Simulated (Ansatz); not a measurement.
Ge(SiH3)Cl3 (SiGeH₃Cl₃), relaxed as a singlet with RKS PBE-D4/def2-SVP in Ansatz, starting from the GFN2-xTB geometry. Force threshold 0.02 eV/Å.

Start:

```xyz
8

Ge   -0.4235   -0.9396    0.1163
Si    0.5678    1.2578   -0.1549
H     0.9065    1.7441    1.1793
H    -0.4332    2.1022   -0.8003
H     1.7550    1.0932   -0.9884
Cl   -2.1216   -0.9997    1.4521
Cl    0.9164   -2.4389    0.9086
Cl   -1.1673   -1.8191   -1.7127
```

Estimate the energy that the relaxation releases and the steps that it takes.

2.2 kcal/mol, in 4 steps; 7 s on 4 threads of Intel Xeon on a shared host. No frequencies were taken in this run, so the end may be a saddle point.

Does the start keep its bonding and symmetry?

By distances, no bond broke or formed. The bond that changes most is Si2–H5, from 1.46 to 1.50 Å (atoms count from 1). Point group C3 at the start, C3 at the end, both within 0.05 Å.

Predict the relaxed structure.


```xyz
8

Ge   -0.437   -0.969    0.120
Si    0.541    1.199   -0.148
H     0.901    1.705    1.218
H    -0.482    2.079   -0.803
H     1.759    1.043   -1.010
Cl   -2.135   -0.909    1.476
Cl    0.996   -2.390    0.926
Cl   -1.143   -1.757   -1.779
```
Bond lengths: 3 × Cl–Ge 2.17 Å; 1 × Ge–Si 2.39 Å; 3 × H–Si 1.50 Å.
